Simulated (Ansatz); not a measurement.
Basis-set series for CH$_{5}$Al$_{2}$N, SMILES `[AlH2][N]1[CH2][AlH]1`. Total charge 0; spin multiplicity 1. All single points use the PBE0-D4/def2-TZVP geometry.

```tsv
functional	basis	functions	energy (Eh)	HOMO (eV)	LUMO (eV)
PBE0-D4	def2-SVP	89	-580.12483	-6.52	-1.15
PBE0-D4	def2-QZVPP	404	-580.42569	-6.52	-1.24
ωB97M-V	def2-SVP	89	-580.38558	-8.66	0.53
ωB97M-V	def2-QZVPP	404	-580.68966	-8.71	0.21
```

Q: Give the rows for def2-TZVPP. (Estimate.)

A: Ansatz gave: 
```tsv
functional	basis	functions	energy (Eh)	HOMO (eV)	LUMO (eV)
PBE0-D4	def2-TZVPP	216	-580.40466	-6.52	-1.20
ωB97M-V	def2-TZVPP	216	-580.66939	-8.70	0.40
```

Positive LUMOs are unbound and depend on the basis.
